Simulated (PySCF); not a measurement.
# NMR problem set

PySCF calculation with PBE0/pcSseg-1 with gauge-including orbitals, structure optimised with PBE0-D3(BJ)/def2-SVP and J couplings at B3LYP/pcJ-1 (spin–dipole term left out of most H,H and C,H couplings); single conformer, non-relativistic, rapidly exchanging positions averaged, isolated molecule.

Shifts are taken against calculated references (same method and geometry level): 1H (31.27 ppm) and 13C (184.41 ppm) against TMS. Multiplet labels drop J under 1 Hz and among equivalent protons, and merge close values. Unscaled 3J(H,H) run several per cent high. Vicinal couplings that depend on rotamer populations or ring flexing (ring, CH–CH, X–H and H–F types) are those of the one conformer. One-bond C–F couplings are unscaled and too large by tens of Hz. Shifts are as computed. Against solution values, carbons near 30 ppm lie about +2 ppm off and those near 130 ppm about +5 ppm. Of 1313 compounds with measured shifts, 239 miss one by over three times the rms of a fit or turn the order of signals round; such compounds aren't used in these exercises.

Question: C4H8F2O2. 1H NMR (500 MHz, computed): δ 4.57 (m, 2H), 3.50 (m, 6H). 13C{1H} NMR (computed): δ 111.0 (CH, m), 56.4 (CH3). Give a structure.

Answer: SMILES CO[C@@H](F)[C@H](F)OC. The formula gives 0 degrees of unsaturation. 2 carbon signals for 4 carbons: some carbons are equivalent by symmetry or fast rotation. Carbon types of the structure: 2 × CH, 2 × CH3, which accounts for all hydrogens. δC 111.0: sp3 CH bonded to F and O; 2 electronegative neighbours deshield it. δC 56.4: methyl carbon bonded to O; deshielded by the electronegative neighbour. δH 4.57: hydrogen on an sp3 CH bonded to F and O; its carbon carries F and O, an electronegative neighbour. δH 3.50: hydrogen on a methyl carbon bonded to O; its carbon carries O, which withdraws density.

The data come from this structure; uniqueness wasn't tested.

Question: C4H8F2O2. 1H NMR (600 MHz, computed): δ 4.40 (dd, J = 54.3, 12.0 Hz, 2H), 3.54 (dd, J = 2.8, 1.0 Hz, 6H). 13C{1H} NMR (computed): δ 118.8 (C, dd, J = 308.6, 20.2 Hz), 87.8 (CH2, dd, J = 240.0, 39.2 Hz), 50.9 (CH3, d, J = 4.8 Hz). Give a structure.

Answer: SMILES COC(F)(CF)OC. Rings plus π bonds: 0. 3 carbon signals for 4 carbons: some carbons are equivalent by symmetry or fast rotation. Carbon types of the structure: 1 × C, 1 × CH2, 2 × CH3, which accounts for all hydrogens. δC 118.8: sp3 carbon bearing two oxygens; 3 electronegative neighbours deshield it. δC 87.8: sp3 CH2 bonded to F; pulled downfield by the heteroatom. δH 4.40: hydrogen on an sp3 CH2 bonded to F; its carbon carries F, an electronegative neighbour. δH 3.54: hydrogen on a methyl carbon bonded to O; its carbon carries O, an electronegative neighbour.

The shifts were computed for this structure.
